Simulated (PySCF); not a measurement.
1-hydroxysilylpropan-2-one (C3H8O2Si), SMILES C(C)(C[SiH2]O)=O. Geometry: r2SCAN-D4/def2-SVP. Other conformers were not sampled.

Q: Give the equilibrium geometry at r2SCAN-D4/def2-SVP (PySCF confirms it by a frequency run) as bond lengths and angles. (An estimate is asked for; the answer gives what the named calculation found.)

A: Several could match; the one computed here: 
Atoms: C1 C2 O3 C4 Si5 O6 H7 H8 H9 H10 H11 H12 H13 H14. Bonded distances (Å): C1–C2 1.506, C1–H7 1.103, C1–H8 1.097, C1–H9 1.103, C2–O3 1.224, C2–C4 1.506, C4–Si5 1.907, C4–H10 1.101, C4–H11 1.105, Si5–O6 1.657, Si5–H12 1.497, Si5–H13 1.489, O6–H14 0.977. Bond angles (°): C2–C1–H7 109.7, C2–C1–H8 110.3, C2–C1–H9 110.0, H7–C1–H8 110.1, H7–C1–H9 106.5, H8–C1–H9 110.2, C1–C2–O3 121.5, C1–C2–C4 117.7, O3–C2–C4 120.8, C2–C4–Si5 108.3, C2–C4–H10 113.3, C2–C4–H11 108.2, Si5–C4–H10 113.4, Si5–C4–H11 104.4, H10–C4–H11 108.8, C4–Si5–O6 106.3, C4–Si5–H12 108.2, C4–Si5–H13 110.2, O6–Si5–H12 113.3, O6–Si5–H13 109.8, H12–Si5–H13 109.0, Si5–O6–H14 110.0.
Charge 0, spin multiplicity 1.
